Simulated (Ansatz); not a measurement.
HClGe, SMILES `[Cl][GeH]` (lower singlet) (charge 0, multiplicity 1). This singlet lies 1.69 eV below the relaxed triplet at the level composite: frozen-core CCSD(T) with HF/cc-pVQZ and the correlation energy extrapolated as X^-3 from cc-pVTZ and cc-pVQZ, plus CCSDT(Q) minus CCSD(T) in cc-pVDZ // PBE0-D3(BJ)/def2-TZVP (Ansatz, a program for electronic structure).

Cartesian coordinates (Å):
SMILES: [Cl][GeH]
```xyz
3

Cl     1.5495    -0.3189     0.0000
Ge    -0.3158     0.8150     0.0000
H     -1.2337    -0.4961     0.0000
```
Charge 0, spin multiplicity 1.

The restricted HF start is unstable towards unrestricted orbitals.

Q: Give the natural occupations of the active orbitals, the CASSCF energy and the corrected energy for frozen-core fic-MRCISD+Q@CASSCF(2e,2o)/cc-pVTZ // PBE0-D3(BJ)/def2-TZVP run with Ansatz.

A: 
```json
{
  "natural_occupations": "1.93, 0.07",
  "CASSCF energy": "-2535.5427 Ha",
  "corrected_energy": "-2535.9156 Ha",
  "weight_of_the_reference": "0.894"
}
```
